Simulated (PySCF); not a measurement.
Does the structure fit the spectrum?

A compound C$_{3}$H$_{3}$F$_{3}$O gives the data below (simulated from a calculation) and was assigned the structure `CC(=O)C(F)(F)F`.

13C{1H} NMR (computed): δ 152.1 (CH), 136.5 (C, q, J = 337.2 Hz), 100.1 (CH2).

1H NMR (400 MHz, computed): δ 6.35 (ddq, J = 16.7, 8.9, 1.5 Hz, 1H), 4.91 (dqd, J = 16.7, 4.3, 3.1 Hz, 1H), 4.67 (ddq, J = 8.9, 3.1, 2.4 Hz, 1H).

[PySCF: NMR shieldings at PBE/pcSseg-2/GIAO; geometry: PBE0-D3(BJ)/def2-SVP; B3LYP/pcJ-1 coupling constants (spin–dipole term only in couplings to heteroatoms); rapidly exchanging positions averaged; one conformer; no solvent; non-relativistic]

Referencing at the same level of theory: 1H, 13C vs TMS.

(1) Compare with the shifts computed for the proposed structure, pairing carbons in order of shift.

(2) Which isomer fits?

## Answers

(1) Mapped SMILES: `[CH3:1][C:2](=[O:3])[C:4]([F:5])([F:6])[F:7]` (H(Xn): hydrogen on atom n).

| atom | computed for proposal | given list | difference |
| --- | --- | --- | --- |
| C2 | 202.8 | 152.1 | +50.7 |
| C4 | 129.4 | 136.5 | -7.1 |
| C1 | 25.5 | 100.1 | -74.6 |

The rms difference is 52.2 ppm and the largest -74.6 ppm at C1 (methyl carbon α to a carbonyl). The carbon types in order of shift don't match either: C, C, CH3 for the proposal against CH, C, CH2 in the data. The proposal doesn't fit.

(2) SMILES C=COC(F)(F)F.

- Carbon types of the structure: 1 × C, 1 × CH, 1 × CH2, which accounts for all hydrogens.
- δC 152.1: alkene carbon bearing oxygen; an sp2 carbon further deshielded by the attached heteroatom.
- δC 136.5: CF3 carbon; 4 electronegative neighbours deshield it.
- δC 100.1: β carbon of an enol-ether or enamine type C=C; the O or N lone pair pushes π density onto this β carbon and shields it.
- δH 4.91, 4.67: hydrogen on a β carbon of an enol-ether or enamine type C=C; lone-pair donation from O or N shields it, upfield of ordinary alkene protons.
- The protons at 4.91 and 6.35 share a coupling of 16.7 Hz (vicinal, trans across C=C).
- The protons at 4.67 and 6.35 share a coupling of 8.9 Hz (vicinal, cis across C=C).
- The protons at 4.91 and 4.67 share a coupling of 3.1 Hz (geminal).

The shifts were computed for this structure.

C–F couplings over four or more bonds (about 3 Hz to the para carbon of a fluoroarene) are left out. Common functionals overestimate the size of one-bond C–F couplings by tens of Hz; these are unscaled. Multiplet labels drop couplings under 1 Hz and merge nearly equal ones. Unscaled 3J(H,H) at this level run about 10 % above measured values. Shifts are as computed, not scaled to solution data. Of 1211 compounds with measured shifts, 218 miss one by over three times the rms of a fit or turn the order of signals round; such compounds aren't used in these exercises.
